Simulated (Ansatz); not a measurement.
`[NH2][Al]([F])[PH2]` + H₂ → `[F][AlH][PH2]` + NH₃ at 400 K and 1 bar (hydrogenolysis of the Al–N bond).

Gas-phase electronic energies from Ansatz, PBE0-D4/def2-TZVP geometries. CCSD(T)/CBS adds triple-zeta CCSD(T) − MP2 to the extrapolated MP2 energy (def2 sets, frozen cores). This one scheme is used for every species. Each species was taken in one conformer, which may not be the lowest.

```tsv
species	CCSD(T)/CBS energy (Eh)	H − E (kJ/mol)	S (J/(mol·K))
`[NH2][Al]([F])[PH2]`	-739.98837	152.0	374.1
H₂	-1.17544	38.0	139.0
`[F][AlH][PH2]`	-684.62569	94.4	330.2
NH₃	-56.50880	104.2	203.1
```

H − E and S are ideal-gas, rigid-rotor, harmonic terms from PBE0-D4/def2-TZVP, for one conformer and one mirror image of each species. The MP2-based limit puts H₂ 0.8 mEh under its directly extrapolated value; such offsets cancel only in part. 1 Eh = 2625.50 kJ/mol, R = 8.31446 J/(mol·K).

Question: By hand: ΔE, ΔH, ΔS and ΔG.

Answer: ΔE = (-684.62569) + (-56.50880) − (-739.98837) − (-1.17544) = 0.02932 Eh = 77.0 kJ/mol. Δ(H − E) = 94.4 + 104.2 − 152.0 − 38.0 = 8.6, so ΔH = 85.6 kJ/mol. ΔS = 330.2 + 203.1 − 374.1 − 139.0 = 20.2 J/(mol·K). ΔG = 85.6 − 400 × (20.2)/1000 = 77.5 kJ/mol.

Question: By hand: the equilibrium constant, and the temperature at which ΔG would vanish if ΔH and ΔS stayed fixed.

Answer: log₁₀ K = −ΔG/(RT ln 10) = -10.1. ΔG = 0 at ΔH/ΔS = 4238 K, far beyond where these terms or the molecules hold.

ΔH outweighs TΔS. A doubt of 5 kJ/mol in ΔE shifts log₁₀ K by 0.7 here. Other conformers and mirror images would add mixing entropy, several J/(mol·K) or more a flexible species. These are equilibria of isolated gas molecules and say nothing of rates. Largest T1 diagnostic: 0.014 (customary marks: 0.02 for closed shells, 0.045 for open ones).
